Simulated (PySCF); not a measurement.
**Working out the ionisation energy of Ge¹⁸⁺**

Ge¹⁸⁺ [Ne] 3s2 3p2 (3P) → Ge¹⁹⁺ [Ne] 3s2 3p1 (2P). All numbers are calculated (PySCF 2.14, the non-relativistic Hamiltonian (point nucleus), in an uncontracted even-tempered set (17 s from 1.5 bohr⁻², ratio 2.5; 11 p from 2 bohr⁻², ratio 2.5; 5 d from 9.5 bohr⁻², ratio 2.7; 4 f from 14 bohr⁻², ratio 2.7)). Frozen: 1s2; the 18 highest virtual orbitals dropped. Energies in hartree (1 hartree = 27.21139 eV):

```tsv
part	Ge¹⁸⁺ (lower)	Ge¹⁹⁺ (upper)
UHF	-1898.045635	-1872.379380
CCSD correlation	-0.476420	-0.461281
(T)	-0.002287	-0.002325
```

What does Hartree-Fock give?

(-1872.379380) − (-1898.045635) = 25.666255 hartree = 698.414 eV.

What do CCSD and CCSD(T) give?

The CCSD correlation energies differ by 0.015139 hartree = 0.412 eV and the triples by -0.000038 hartree = -0.001 eV, so CCSD gives 698.826 eV and CCSD(T) 698.825 eV.

Reference: 706.7 ± 1 eV (semi-empirical (NIST evaluation); NIST Atomic Spectra Database, ionization energies), between the lowest levels; spin-orbit coupling is absent from the calculation.

The calculation is non-relativistic.

What remains against the reference includes basis incompleteness, the frozen core and higher excitations.
